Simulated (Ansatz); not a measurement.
Isolated molecules relaxed with PBE0-D4/def2-TZVP in Ansatz; ΔE leaves out vibrations. CCSD(T)/CBS is the MP2 limit (def2-TZVPP, def2-QZVPP) plus CCSD(T) − MP2 in def2-TZVPP, frozen cores. Functionals use def2-TZVPP. def2 core potentials past Kr. For In outer-core shells are correlated without core-valence functions, which leaves a few kJ/mol of doubt a bond. Each species was taken in one conformer, which may not be the lowest.

Consider the ligand exchange at the In–S bond: `[CH3][InH][S][SiH3]` + CH₃NH₂ → `C[NH][InH][CH3]` + `[SiH3]S`.

```tsv
level	ΔE (kJ/mol)	difference from CCSD(T)/CBS
PBE0-D4	99.1	6.8
CAM-B3LYP-D4	87.9	-4.4
B2PLYP	89.9	-2.4
PBE-QIDH	98.8	6.5
BLYP	83.1	-9.2
BHLYP	95.7	3.4
RPA@PBE/def2-TZVPP	83.3	-9.0
HF/def2-SVP	105.8	13.5
CCSD(T)/def2-SVP	86.9	-5.4
MP2/def2-TZVPP	93.3	1.0
CCSD(T)/CBS	92.3	0
```

Largest T1 diagnostic among the species: 0.015.

Leaving LDA and LC-ωPBE aside and taking each functional with its dispersion term where it has one, the values, not all of them listed here, spread over 15.0 kJ/mol, from BLYP-D4 to BHLYP-D4. LDA lies −5.7 kJ/mol from PBE without D4. From PBE to PBE0 (25 % exact exchange), in def2-TZVPP and without D4, ΔE moves by +7.2 kJ/mol. At CCSD(T), def2-SVP lies −5.4 kJ/mol from the extrapolated value and def2-TZVPP −2.8 kJ/mol.

CCSD(T)/CBS has its own doubt, a few kJ/mol and more with outer-core shells, so smaller differences from it don't rank the levels.
